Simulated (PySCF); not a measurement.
Se(F)(OSiH3) (FH3OSeSi), SMILES O([Se]F)[SiH3]. Heavy atoms are numbered as in [Se:1]([F:2])[O:3][SiH3:4]. Hydrogens are named by the atom that carries them.

Geometry: PBE-D3(BJ)/def2-SVP. A frequency run showed that this geometry is not a minimum. One conformer was computed; it need not be the lowest.

Calculation: PySCF with KT2/pcSseg-1.

GIAO shieldings, no solvent; atoms alike by connectivity are averaged. δ = σ(ref) − σ: ⁷⁷Se against Me2Se (σ = 1692.1 ppm); ¹⁹F against CFCl3 (σ = 127.1 ppm); ¹⁷O against H2O (σ = 330.4 ppm); ²⁹Si against TMS (σ = 361.9 ppm); ¹H against TMS (σ = 31.47 ppm), references at their B3LYP-D3(BJ)/def2-TZVP geometries, non-relativistic.

```csv
atoms,nucleus,count,δ (ppm)
Se1,⁷⁷Se,1,3301.4
F2,¹⁹F,1,-259.8
O3,¹⁷O,1,[?]
Si4 (SiH3),²⁹Si,1,[?]
H on Si4,¹H,3,5.87
```

Problem. Fill in the missing entries. (The exact figures need the calculation; the answer reports its results.)

Solution. 
- O3, δ (ppm): 160.8
- Si4 (SiH3), δ (ppm): 0.6
